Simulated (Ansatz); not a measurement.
A short molecular-dynamics run on Ga₇Sb₇H₂₀, a nanocrystal cut from zinc blende GaSb (hydrogen-capped).

```yaml
crystal:
  periodic: [false, false, false]
  atoms:
    - {symbol: Ga, position_ang: [0.825529, -4.064594, 0.820471]}
    - {symbol: Ga, position_ang: [-2.433485, 2.434844, -2.434584]}
    - {symbol: Ga, position_ang: [0.887051, -0.895233, -2.269714]}
    - {symbol: Ga, position_ang: [-2.274398, -0.893698, 0.891340]}
    - {symbol: Ga, position_ang: [0.828616, -0.830474, 4.059475]}
    - {symbol: Ga, position_ang: [0.893139, 2.265359, 0.892555]}
    - {symbol: Ga, position_ang: [4.067764, -0.826509, 0.821148]}
    - {symbol: Sb, position_ang: [-3.667821, 0.760744, -0.757754]}
    - {symbol: Sb, position_ang: [-0.675372, -2.315826, -0.670848]}
    - {symbol: Sb, position_ang: [2.192244, -2.190985, 2.182663]}
    - {symbol: Sb, position_ang: [-0.757830, 0.760434, -3.667940]}
    - {symbol: Sb, position_ang: [-0.754486, 3.664715, -0.760679]}
    - {symbol: Sb, position_ang: [2.312585, 0.666012, -0.672150]}
    - {symbol: Sb, position_ang: [-0.670186, 0.664691, 2.311857]}
    - {symbol: H, position_ang: [1.749824, -4.782747, -0.240901]}
    - {symbol: H, position_ang: [-0.228251, -4.784234, 1.752206]}
    - {symbol: H, position_ang: [-3.344197, 3.344767, -3.341432]}
    - {symbol: H, position_ang: [1.704164, -1.712394, -3.344878]}
    - {symbol: H, position_ang: [-3.349584, -1.709830, 1.709399]}
    - {symbol: H, position_ang: [-0.226089, -1.761311, 4.778567]}
    - {symbol: H, position_ang: [1.753255, 0.230124, 4.777906]}
    - {symbol: H, position_ang: [1.709554, 3.339929, 1.710778]}
    - {symbol: H, position_ang: [4.788046, -1.752390, -0.237082]}
    - {symbol: H, position_ang: [4.783926, 0.233763, 1.748022]}
    - {symbol: H, position_ang: [-4.818874, -0.068468, -1.730135]}
    - {symbol: H, position_ang: [-4.803788, 1.742591, 0.081578]}
    - {symbol: H, position_ang: [-1.753737, -3.115408, -1.750129]}
    - {symbol: H, position_ang: [3.182275, -3.190270, 3.174188]}
    - {symbol: H, position_ang: [-1.728983, -0.069684, -4.819415]}
    - {symbol: H, position_ang: [0.084796, 1.739631, -4.803433]}
    - {symbol: H, position_ang: [0.087375, 4.798967, -1.742093]}
    - {symbol: H, position_ang: [-1.724976, 4.817964, 0.067897]}
    - {symbol: H, position_ang: [3.109013, 1.744878, -1.753118]}
    - {symbol: H, position_ang: [-1.744199, 1.743344, 3.117636]}
basis:
  gaussian: {orbitals: def2-SVP, fitting: {mean_field: def2-universal-jkfit}}
hamiltonian: {xc: {name: revPBE}, dispersion: d4}
md: {timestep: 1 fs, n_steps: 15, ensemble: nve, temperature: 700, initial_velocities: maxwell_boltzmann, seed: 36}
scf: {omitted_lower_state_checks: [starts]}
```

```sh
$ ansatz run in.yaml --threads 2 --pin off --events-out ev --progress --plain --max-ram 32768MiB --backend cuda --devices 0, --max-vram 18GiB
```

```csv
step,time (fs),potential energy (eV),kinetic (eV),T (K),conserved (eV)
0,0.0,-412679.9798,2.8954,700,-412677.0844
1,1.0,-412679.8834,2.8021,677,-412677.0812
2,2.0,-412679.6351,2.5607,619,-412677.0745
3,3.0,-412679.3379,2.2703,549,-412677.0676
4,4.0,-412679.0969,2.0330,492,-412677.0639
5,5.0,-412678.9709,1.9066,461,-412677.0643
6,6.0,-412678.9560,1.8887,457,-412677.0673
7,7.0,-412679.0057,1.9346,468,-412677.0711
8,8.0,-412679.0594,1.9848,480,-412677.0747
9,9.0,-412679.0602,1.9827,479,-412677.0776
10,10.0,-412678.9636,1.8847,456,-412677.0790
11,11.0,-412678.7517,1.6743,405,-412677.0774
12,12.0,-412678.4549,1.3830,334,-412677.0719
13,13.0,-412678.1625,1.0980,265,-412677.0644
14,14.0,-412677.9901,0.9302,225,-412677.0599
15,15.0,-412678.0047,0.9421,228,-412677.0627
```

Velocities are drawn at the set temperature; a run this short doesn't reach equilibrium.

In the def2 sets Sb takes a core potential; there is no spin–orbit coupling.

Frames (Å, forces in eV/Å):

```xyz
34
time=0.0 fs
Ga    0.826   -4.065    0.820    0.012   -0.006    0.012
Ga   -2.433    2.435   -2.435   -0.028    0.022   -0.022
Ga    0.887   -0.895   -2.270   -0.004    0.011    0.012
Ga   -2.274   -0.894    0.891    0.016    0.006   -0.006
Ga    0.829   -0.830    4.059    0.012   -0.012    0.004
Ga    0.893    2.265    0.893   -0.011   -0.016   -0.010
Ga    4.068   -0.827    0.821    0.004   -0.011    0.012
Sb   -3.668    0.761   -0.758   -0.004    0.008   -0.002
Sb   -0.675   -2.316   -0.671    0.001   -0.013    0.004
Sb    2.192   -2.191    2.183   -0.013    0.009   -0.011
Sb   -0.758    0.760   -3.668    0.000   -0.002   -0.004
Sb   -0.754    3.665   -0.761    0.001    0.005   -0.001
Sb    2.313    0.666   -0.672    0.010   -0.003    0.002
Sb   -0.670    0.665    2.312    0.005   -0.003    0.013
H     1.750   -4.783   -0.241    0.015   -0.012   -0.021
H    -0.228   -4.784    1.752   -0.022   -0.012    0.015
H    -3.344    3.345   -3.341   -0.022    0.023   -0.024
H     1.704   -1.712   -3.345    0.011   -0.012   -0.030
H    -3.350   -1.710    1.709   -0.030   -0.011    0.011
H    -0.226   -1.761    4.779   -0.023   -0.016    0.013
H     1.753    0.230    4.778    0.018    0.022    0.013
H     1.710    3.340    1.711    0.013    0.031    0.013
H     4.788   -1.752   -0.237    0.012   -0.016   -0.022
H     4.784    0.234    1.748    0.013    0.021    0.017
H    -4.819   -0.068   -1.730   -0.003   -0.005    0.007
H    -4.804    1.743    0.082   -0.002   -0.009    0.003
H    -1.754   -3.115   -1.750   -0.005    0.001   -0.005
H     3.182   -3.190    3.174    0.011   -0.007    0.010
H    -1.729   -0.070   -4.819    0.006   -0.004   -0.003
H     0.085    1.740   -4.803    0.003   -0.007   -0.003
H     0.087    4.799   -1.742    0.004    0.003    0.008
H    -1.725    4.818    0.068    0.007    0.003    0.005
H     3.109    1.745   -1.753    0.000    0.006   -0.006
H    -1.744    1.743    3.118   -0.008    0.006   -0.001
34
time=2.0 fs
Ga    0.820   -4.067    0.822   -0.751   -0.147    0.584
Ga   -2.439    2.429   -2.435    0.459   -0.197    0.244
Ga    0.881   -0.894   -2.270   -0.540    0.591    0.701
Ga   -2.269   -0.893    0.892    0.257    0.237   -0.265
Ga    0.835   -0.830    4.062    0.065    0.296    0.518
Ga    0.884    2.266    0.905   -0.121   -0.172   -0.318
Ga    4.073   -0.824    0.826   -0.090    0.094   -0.055
Sb   -3.665    0.764   -0.760    0.309    0.144    0.193
Sb   -0.673   -2.313   -0.676   -0.362   -0.321   -0.281
Sb    2.189   -2.190    2.183    0.579   -0.425    0.561
Sb   -0.758    0.756   -3.670    0.282    0.351   -0.001
Sb   -0.753    3.662   -0.757    0.173    0.635   -0.095
Sb    2.312    0.663   -0.674    0.139    0.373   -0.183
Sb   -0.669    0.666    2.309   -0.500    0.328    0.515
H     1.777   -4.677   -0.232    0.270   -0.281   -0.309
H    -0.327   -4.862    1.694    0.579    0.371   -0.338
H    -3.284    3.362   -3.307   -0.415    0.374   -0.391
H     1.634   -1.605   -3.362    0.613   -0.628   -0.791
H    -3.348   -1.677    1.674   -0.321   -0.254    0.247
H    -0.230   -1.821    4.812    0.437    0.440   -0.235
H     1.767    0.374    4.730   -0.478   -0.696   -0.252
H     1.692    3.346    1.672    0.204    0.238    0.229
H     4.785   -1.683   -0.273    0.075   -0.230   -0.140
H     4.840    0.249    1.681   -0.011    0.071    0.171
H    -4.812   -0.008   -1.733   -0.279   -0.240   -0.244
H    -4.794    1.743    0.075   -0.051    0.076    0.067
H    -1.778   -3.172   -1.765    0.369    0.314    0.358
H     3.278   -3.186    3.215   -0.559    0.443   -0.498
H    -1.753   -0.051   -4.786   -0.136   -0.173   -0.210
H     0.147    1.679   -4.845   -0.233   -0.146    0.245
H     0.195    4.851   -1.677   -0.424   -0.460    0.299
H    -1.752    4.827    0.085    0.234   -0.236   -0.170
H     3.111    1.794   -1.766   -0.231   -0.325    0.283
H    -1.774    1.745    3.214    0.460   -0.447   -0.440
34
time=5.0 fs
Ga    0.812   -4.071    0.825   -1.067   -0.356    0.555
Ga   -2.446    2.420   -2.436    0.698   -0.099    0.189
Ga    0.871   -0.893   -2.269   -0.553    0.660    0.757
Ga   -2.260   -0.891    0.894    0.303    0.318   -0.384
Ga    0.845   -0.828    4.067    0.086    0.606    0.633
Ga    0.870    2.266    0.922   -0.083   -0.148   -0.562
Ga    4.081   -0.821    0.832   -0.018    0.190   -0.236
Sb   -3.661    0.769   -0.764    0.369    0.159    0.261
Sb   -0.671   -2.308   -0.684   -0.554   -0.568   -0.355
Sb    2.186   -2.190    2.183    1.000   -0.554    0.913
Sb   -0.758    0.749   -3.672    0.372    0.535   -0.060
Sb   -0.752    3.659   -0.753    0.381    0.987   -0.043
Sb    2.311    0.658   -0.678    0.155    0.650   -0.180
Sb   -0.667    0.668    2.304   -0.803    0.355    0.961
H     1.837   -4.539   -0.240    0.245   -0.372   -0.294
H    -0.431   -4.950    1.582    1.032    0.638   -0.421
H    -3.224    3.417   -3.284   -0.529    0.453   -0.476
H     1.574   -1.489   -3.447    0.721   -0.741   -0.911
H    -3.370   -1.648    1.639   -0.411   -0.348    0.330
H    -0.204   -1.878    4.843    0.652    0.727   -0.351
H     1.752    0.536    4.639   -0.693   -1.229   -0.261
H     1.681    3.373    1.632    0.272    0.269    0.325
H     4.786   -1.595   -0.336    0.032   -0.344   -0.097
H     4.923    0.277    1.593   -0.127    0.007    0.267
H    -4.823    0.065   -1.755   -0.366   -0.337   -0.335
H    -4.783    1.750    0.070   -0.059    0.136    0.106
H    -1.787   -3.233   -1.760    0.560    0.519    0.528
H     3.380   -3.148    3.239   -0.926    0.593   -0.751
H    -1.799   -0.035   -4.753   -0.161   -0.255   -0.286
H     0.223    1.578   -4.888   -0.444   -0.172    0.418
H     0.323    4.895   -1.557   -0.786   -0.764    0.359
H    -1.775    4.823    0.098    0.359   -0.349   -0.249
H     3.096    1.843   -1.763   -0.349   -0.527    0.413
H    -1.785    1.714    3.325    0.693   -0.640   -0.765
34
time=7.0 fs
Ga    0.805   -4.074    0.827   -0.669   -0.379    0.052
Ga   -2.450    2.415   -2.436    0.521    0.380   -0.197
Ga    0.864   -0.891   -2.268   -0.032    0.278   -0.120
Ga   -2.255   -0.889    0.894    0.030    0.151   -0.245
Ga    0.852   -0.826    4.071    0.137    0.746    0.394
Ga    0.861    2.266    0.934    0.111    0.089   -0.571
Ga    4.086   -0.818    0.836    0.136    0.207   -0.455
Sb   -3.659    0.772   -0.767    0.040    0.040    0.106
Sb   -0.669   -2.305   -0.690   -0.447   -0.558   -0.174
Sb    2.184   -2.189    2.184    0.993   -0.412    0.875
Sb   -0.757    0.745   -3.674    0.121    0.383   -0.121
Sb   -0.750    3.657   -0.749    0.451    0.791    0.041
Sb    2.310    0.655   -0.680    0.045    0.611    0.014
Sb   -0.666    0.670    2.301   -0.753    0.123    1.025
H     1.889   -4.465   -0.260   -0.066   -0.303    0.003
H    -0.453   -4.979    1.488    1.006    0.590   -0.263
H    -3.208    3.475   -3.291   -0.271    0.075   -0.170
H     1.569   -1.448   -3.547    0.246   -0.363   -0.050
H    -3.403   -1.645    1.632   -0.143   -0.185    0.165
H    -0.156   -1.882    4.848    0.520    0.649   -0.255
H     1.709    0.588    4.566   -0.593   -1.252   -0.124
H     1.686    3.404    1.621    0.132    0.046    0.225
H     4.789   -1.553   -0.384   -0.073   -0.302    0.089
H     4.973    0.296    1.547   -0.240   -0.100    0.270
H    -4.847    0.097   -1.785   -0.128   -0.208   -0.131
H    -4.779    1.761    0.072   -0.006    0.109    0.075
H    -1.767   -3.250   -1.732    0.437    0.451    0.399
H     3.405   -3.094    3.220   -0.874    0.445   -0.650
H    -1.837   -0.037   -4.743   -0.001   -0.172   -0.148
H     0.253    1.502   -4.898   -0.429   -0.062    0.346
H     0.373    4.888   -1.460   -0.782   -0.688    0.204
H    -1.774    4.804    0.095    0.273   -0.242   -0.162
H     3.070    1.852   -1.742   -0.270   -0.430    0.288
H    -1.759    1.663    3.365    0.577   -0.507   -0.736
34
time=10.0 fs
Ga    0.795   -4.079    0.831    0.484    0.082   -0.847
Ga   -2.457    2.406   -2.437    0.275    1.116   -0.747
Ga    0.854   -0.888   -2.267    0.533   -0.063   -1.177
Ga   -2.246   -0.887    0.895   -0.438   -0.148    0.000
Ga    0.862   -0.823    4.077    0.275    0.777   -0.382
Ga    0.847    2.266    0.950    0.441    0.471   -0.555
Ga    4.095   -0.814    0.842    0.289    0.190   -0.804
Sb   -3.654    0.777   -0.770   -0.563   -0.126   -0.146
Sb   -0.667   -2.301   -0.698    0.067   -0.202    0.429
Sb    2.181   -2.189    2.185    0.407    0.133    0.356
Sb   -0.757    0.739   -3.676   -0.516   -0.026   -0.028
Sb   -0.748    3.655   -0.745    0.306   -0.120    0.194
Sb    2.309    0.651   -0.683   -0.291    0.224    0.554
Sb   -0.665    0.673    2.298   -0.276   -0.595    0.625
H     1.959   -4.375   -0.286   -0.509   -0.242    0.393
H    -0.418   -4.985    1.331    0.381    0.101    0.203
H    -3.202    3.561   -3.311    0.095   -0.529    0.278
H     1.574   -1.409   -3.691   -0.265   -0.010    1.007
H    -3.460   -1.650    1.630    0.349    0.108   -0.117
H    -0.051   -1.847    4.841   -0.060    0.084    0.179
H     1.607    0.580    4.451   -0.105   -0.667    0.221
H     1.701    3.450    1.618   -0.131   -0.344    0.044
H     4.786   -1.510   -0.446   -0.205   -0.219    0.380
H     5.029    0.316    1.497   -0.363   -0.220    0.276
H    -4.889    0.134   -1.837    0.300    0.015    0.252
H    -4.772    1.784    0.079    0.108    0.015   -0.019
H    -1.710   -3.247   -1.667   -0.117    0.002   -0.135
H     3.384   -2.986    3.150   -0.229   -0.146   -0.045
H    -1.892   -0.050   -4.738    0.300    0.000    0.117
H     0.270    1.386   -4.891   -0.174    0.223   -0.020
H     0.395    4.834   -1.304   -0.318   -0.126   -0.230
H    -1.755    4.762    0.081   -0.060    0.118    0.127
H     3.015    1.838   -1.694    0.046    0.051   -0.174
H    -1.685    1.556    3.375   -0.036    0.072   -0.206
34
time=12.0 fs
Ga    0.789   -4.082    0.832    1.408    0.721   -1.297
Ga   -2.460    2.401   -2.438    0.258    1.374   -0.921
Ga    0.847   -0.886   -2.267    0.669   -0.103   -1.427
Ga   -2.240   -0.885    0.895   -0.593   -0.250    0.064
Ga    0.869   -0.821    4.080    0.243    0.394   -1.061
Ga    0.838    2.266    0.961    0.579    0.591   -0.601
Ga    4.100   -0.812    0.846    0.254    0.155   -0.961
Sb   -3.652    0.780   -0.773   -0.784   -0.171   -0.204
Sb   -0.665   -2.299   -0.704    0.486    0.156    0.898
Sb    2.179   -2.189    2.186   -0.367    0.661   -0.255
Sb   -0.757    0.735   -3.678   -0.889   -0.226    0.168
Sb   -0.746    3.653   -0.741   -0.048   -0.922    0.323
Sb    2.308    0.649   -0.686   -0.533   -0.094    0.932
Sb   -0.664    0.674    2.296    0.232   -1.217    0.055
H     1.983   -4.327   -0.287   -0.612   -0.254    0.463
H    -0.374   -4.981    1.233   -0.383   -0.492    0.561
H    -3.195    3.597   -3.313    0.183   -0.713    0.395
H     1.567   -1.385   -3.745   -0.358    0.032    1.259
H    -3.483   -1.651    1.624    0.521    0.202   -0.201
H     0.019   -1.815    4.842   -0.552   -0.466    0.577
H     1.531    0.539    4.382    0.461    0.296    0.512
H     1.706    3.466    1.619   -0.222   -0.474   -0.008
H     4.775   -1.493   -0.470   -0.221   -0.208    0.469
H     5.050    0.320    1.477   -0.370   -0.220    0.308
H    -4.905    0.157   -1.861    0.438    0.079    0.386
H    -4.762    1.800    0.083    0.156   -0.032   -0.067
H    -1.674   -3.242   -1.626   -0.570   -0.399   -0.557
H     3.356   -2.918    3.098    0.568   -0.719    0.612
H    -1.915   -0.060   -4.730    0.406    0.053    0.204
H     0.271    1.318   -4.885    0.049    0.402   -0.311
H     0.392    4.789   -1.209    0.252    0.469   -0.553
H    -1.744    4.737    0.077   -0.282    0.340    0.313
H     2.978    1.828   -1.668    0.269    0.428   -0.507
H    -1.634    1.485    3.369   -0.650    0.609    0.431
34
time=15.0 fs
Ga    0.780   -4.086    0.834    1.792    1.241   -1.316
Ga   -2.466    2.395   -2.441    0.440    1.345   -0.876
Ga    0.838   -0.884   -2.269    0.638   -0.009   -1.281
Ga   -2.233   -0.883    0.896   -0.531   -0.211   -0.028
Ga    0.880   -0.817    4.085   -0.163   -0.631   -1.395
Ga    0.825    2.267    0.976    0.623    0.532   -0.775
Ga    4.109   -0.807    0.850    0.013    0.072   -0.997
Sb   -3.648    0.785   -0.776   -0.703   -0.164   -0.086
Sb   -0.663   -2.295   -0.712    0.499    0.169    1.045
Sb    2.177   -2.188    2.188   -0.812    0.923   -0.544
Sb   -0.757    0.728   -3.680   -0.959   -0.176    0.342
Sb   -0.744    3.650   -0.736   -0.454   -1.282    0.479
Sb    2.306    0.645   -0.688   -0.594   -0.059    1.035
Sb   -0.663    0.675    2.293    0.377   -1.570   -0.178
H     1.977   -4.273   -0.256   -0.405   -0.324    0.251
H    -0.340   -5.016    1.129   -0.899   -0.908    0.741
H    -3.173    3.600   -3.288    0.079   -0.589    0.276
H     1.532   -1.349   -3.737   -0.232   -0.086    1.090
H    -3.482   -1.637    1.602    0.446    0.141   -0.134
H     0.083   -1.805    4.887   -0.672   -0.613    0.675
H     1.457    0.513    4.319    1.048    1.506    0.761
H     1.699    3.458    1.620   -0.166   -0.395    0.051
H     4.744   -1.482   -0.475   -0.127   -0.279    0.383
H     5.055    0.311    1.469   -0.264   -0.099    0.393
H    -4.899    0.198   -1.871    0.335    0.022    0.321
H    -4.737    1.823    0.085    0.140   -0.030   -0.075
H    -1.663   -3.264   -1.606   -0.631   -0.449   -0.613
H     3.361   -2.871    3.067    1.007   -1.004    0.949
H    -1.922   -0.071   -4.704    0.330   -0.013    0.135
H     0.277    1.246   -4.900    0.124    0.474   -0.418
H     0.410    4.759   -1.107    0.643    0.866   -0.717
H    -1.747    4.724    0.092   -0.276    0.313    0.302
H     2.942    1.845   -1.665    0.277    0.458   -0.538
H    -1.607    1.424    3.394   -0.924    0.829    0.744
```

Hardware: 2 threads of AMD EPYC 7R13 on a shared host and a share (18 GiB) of an NVIDIA H100 80GB HBM3. Wall time 1.9 min, peak host memory 1.2 GiB.
